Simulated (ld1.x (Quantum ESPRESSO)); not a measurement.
# Before and after: TM potential for Pt

```json
{
 "Element": "Pt",
 "Generator": "ld1.x (Quantum ESPRESSO) 7.5",
 "Type": "norm-conserving Troullier–Martins (Kleinman–Bylander form)",
 "Functional": "LDA (PZ)",
 "Relativity": "fully relativistic",
 "Frozen core": "[Kr] 4d10 4f14 5s2",
 "Valence charge": "16",
 "Reference configuration": "5p6 5d8 6s2 6p0",
 "Partial waves": "6s (bound): rc 2.00 bohr; 5p (bound): rc 1.05 bohr; 5d (bound): rc 1.90 bohr",
 "Local potential": "all-electron potential smoothed inside 1.65 bohr (lloc = -1)",
 "Core correction": "a·sin(br)/r model core, default radius (core density twice the valence density)"
}
```

Open shells are filled in proportion to 2j + 1 (rel_dist='average').

Change: wave 6s (bound): rc 2.00 bohr becomes 6s (bound): rc 1.42 bohr.

Cutoffs: the cutoffs (Ry, on a coarse ladder) from which the occupation-weighted sum of valence levels, in a spherical-Bessel basis at the reference potential, stays within 10 and 1 mRy of its value at 400 Ry; they do not see the model core or the augmentation charge, which bear on the density cutoff. Errors are all-electron minus pseudo energies relative to the spin-unpolarised reference configuration.

What does the change do?

The potential gets harder (140 Ry and 230 Ry → 160 Ry and 300 Ry); both files keep a bound ghost (d, p, s); of the 6 tests that both files solve, the error grows in 6 and shrinks in 0 by more than 15 % and 0.3 meV (median size 38.3 → 128.3 meV). A smaller radius makes the pseudo-wave follow the all-electron one further in, where it bends more sharply, so more plane waves are needed. That the errors move this way runs against the usual rule that smaller radii transfer better.

| quantity | base | changed |
| --- | --- | --- |
| cutoff, loose | 140 Ry | 160 Ry |
| cutoff, tight | 230 Ry | 300 Ry |
| loose cutoff by channel (10 mRy a level) | s 12 Ry, p 80 Ry, d 40 Ry | s 140 Ry, p 80 Ry, d 40 Ry |
| bound ghosts | d5/2, s, p1/2 | s, d5/2, p1/2 |
| tests counted (converged, no solver errors) | 6 of 7 | 6 of 7 |
| error for 5p6 5d9 6s1 6p0, meV [ΔE -0.95 eV] | -31 | -50 |
| error for 5p6 5d9 6s0 6p0, meV [ΔE 8.61 eV] | -67 | -143 |
| error for 5p6 5d8 6s0 6p0, meV [ΔE 28.89 eV] | -26 | -135 |
| error for 5p6 5d10 6s0 6p0, meV [ΔE -0.92 eV] | -107 | -171 |
| error for 5p6 5d9 6s0.5 6p0, meV [ΔE 2.92 eV] | -46 | -85 |
| error for 5p5 5d9 6s1 6p0, meV [ΔE 62.50 eV] | -15 | -122 |

Base: Tests not counted: 5p6 5d8 6s1 6p1 (solver errors, printed error +304 meV). Changed file: Tests not counted: 5p6 5d8 6s1 6p1 (solver errors, printed error -380 meV). A true bound ghost makes a file unfit for plane-wave use even where its test errors are small: the radial tests pick states by their node count and pass the ghost by.
